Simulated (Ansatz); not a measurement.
C3H3AlCl2O2 (`[Cl][Al-]1([Cl])[O]C=CC=[O+]1`) at its PBE0-D4/def2-TZVP geometry, where that method's forces vanish. Total charge 0; spin multiplicity 1.

```csv
atom,x (Å),y (Å),z (Å)
Cl1,-1.7104,1.3133,2.4871
Al2,-0.3256,1.3922,0.9175
Cl3,0.6368,3.2073,0.5113
O4,-1.0788,0.7408,-0.5976
C5,-0.7381,-0.3309,-1.1859
C6,0.2760,-1.1880,-0.7809
C7,1.0373,-0.9283,0.3506
O8,0.9030,0.0739,1.1175
H9,-1.3083,-0.5743,-2.0863
H10,0.4797,-2.0760,-1.3615
H11,1.8284,-1.6298,0.6282
```

(1) For each bond, give half the difference of the two atoms' forces along it (eV/Å; positive pushes the atoms apart) under PBE-D4, r2SCAN-D4, B3LYP-D4, ωB97M-V in def2-TZVPP. (An estimate is asked.)

Results:

(1) The calculation gave: 
```tsv
bond	length (Å)	PBE-D4	r2SCAN-D4	B3LYP-D4	ωB97M-V
Cl1–Al2	2.095	0.06	0.01	0.06	0.01
Al2–Cl3	2.094	0.05	0.01	0.06	0.01
Al2–O4	1.813	-0.03	-0.11	-0.06	0.00
Al2–O8	1.813	-0.03	-0.11	-0.06	0.00
O4–C5	1.269	0.67	0.40	0.29	0.15
C5–C6	1.388	-0.06	-0.02	0.04	0.03
C5–H9	1.093	-0.08	-0.15	-0.21	-0.13
C6–C7	1.388	-0.06	-0.02	0.04	0.03
C6–H10	1.080	0.05	-0.05	-0.11	-0.13
C7–O8	1.269	0.67	0.40	0.29	0.15
C7–H11	1.093	-0.08	-0.15	-0.21	-0.13
```

B3LYP here is the variant with VWN-RPA as its local correlation; programs differ in this.

All numbers were calculated with Ansatz.
